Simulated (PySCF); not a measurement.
C₂H₈GaN.

```xyz
12

Ga     0.0000     0.0000    -0.0062
C      1.7628     0.0000    -0.9007
H      1.8682     0.8875    -1.5468
H      1.8682    -0.8875    -1.5468
H      2.5910     0.0000    -0.1750
C     -1.7628     0.0000    -0.9007
H     -1.8682     0.8875    -1.5468
H     -2.5910     0.0000    -0.1750
H     -1.8682    -0.8875    -1.5468
N      0.0000     0.0000     1.8206
H     -0.8374     0.0000     2.3968
H      0.8374     0.0000     2.3968
```

Coordinates come from a TPSSh-D3(BJ)/def2-SVP optimisation. The isomer is the one that the SMILES or the coordinates give; other isomers of the formula were not compared. The values are those of a single conformer.

Calculation: KT2/pcSseg-1 in PySCF. Non-relativistic, no solvent.

Computed absolute GIAO shielding of each atom: isotropic value and principal components (ppm):
| atom | σ(iso) | σ11 | σ22 | σ33 | span |
|---|---|---|---|---|---|
| Ga1 | 1191.8 | 1079.6 | 1177.8 | 1318.0 | 238.4 |
| C2 | 189.1 | 178.5 | 191.3 | 197.5 | 19.1 |
| H3 | 31.2 | 26.5 | 28.3 | 38.7 | 12.2 |
| H4 | 31.2 | 26.5 | 28.3 | 38.7 | 12.2 |
| H5 | 31.3 | 26.1 | 28.9 | 38.8 | 12.7 |
| C6 | 189.1 | 178.5 | 191.3 | 197.5 | 19.1 |
| H7 | 31.2 | 26.5 | 28.3 | 38.7 | 12.2 |
| H8 | 31.3 | 26.1 | 28.9 | 38.8 | 12.7 |
| H9 | 31.2 | 26.5 | 28.3 | 38.7 | 12.2 |
| N10 | 189.2 | 113.3 | 214.1 | 240.1 | 126.9 |
| H11 | 28.8 | 22.9 | 24.6 | 38.8 | 15.9 |
| H12 | 28.8 | 22.9 | 24.6 | 38.8 | 15.9 |
